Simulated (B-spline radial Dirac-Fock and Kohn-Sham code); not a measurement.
Dipole and non-dipole photoemission parameters of Te³⁺ 4s

System: tellurium as Te³⁺, [Kr] 4d10 5s2 5p1; threshold 206.7 eV (orbital energy of the model). These are calculated numbers from an atomic code on a B-spline grid; the model is Dirac-Hartree-Slater photoionisation with a Latter tail; cross sections with all multipoles, angular parameters from the dipole term and its interference with E2.

For linearly polarised light dσ/dΩ = σ/(4π) [1 + β P₂(cos θ) + (δ + γ cos²θ) sin θ cos φ], with θ from the polarisation vector and φ the angle between the beam and the projection of the electron momentum on the plane normal to the polarisation.

| hν (eV) | σ (kb) | β | γ |
| --- | --- | --- | --- |
| 471 | 72.5 | 1.977 | 0.375 |
| 576 | 55.2 | 1.980 | 0.353 |
| 642 | 47.3 | 1.982 | 0.334 |
| 993 | 24.3 | 1.985 | 0.223 |
| 1280 | 15.9 | 1.987 | 0.139 |
| 1320 | 15.1 | 1.987 | 0.129 |
| 1486.9 | 12.3 | 1.988 | 0.088 |
| 1590 | 11.0 | 1.988 | 0.065 |
| 1990 | ? | ? | ? |
| 2000 | 7.33 | 1.989 | -0.008 |
| 2984.4 | 3.53 | 1.990 | -0.095 |
| 4000 | 2.03 | 1.990 | -0.101 |
| 4540 | 1.59 | 1.991 | -0.082 |
| 4820 | 1.41 | 1.991 | -0.068 |
| 4940 | 1.35 | 1.991 | -0.061 |
| 5300 | 1.17 | 1.991 | -0.039 |
| 5320 | 1.16 | 1.991 | -0.037 |
| 8840 | 0.413 | 1.991 | 0.293 |
| 12000 | 0.215 | 1.991 | 0.637 |
| 15000 | 0.131 | 1.990 | 0.962 |

Task: Give the values at 1990 eV.

Result: σ = 7.40 kb, β = 1.989, γ = -0.006. For an s subshell δ is negligible.
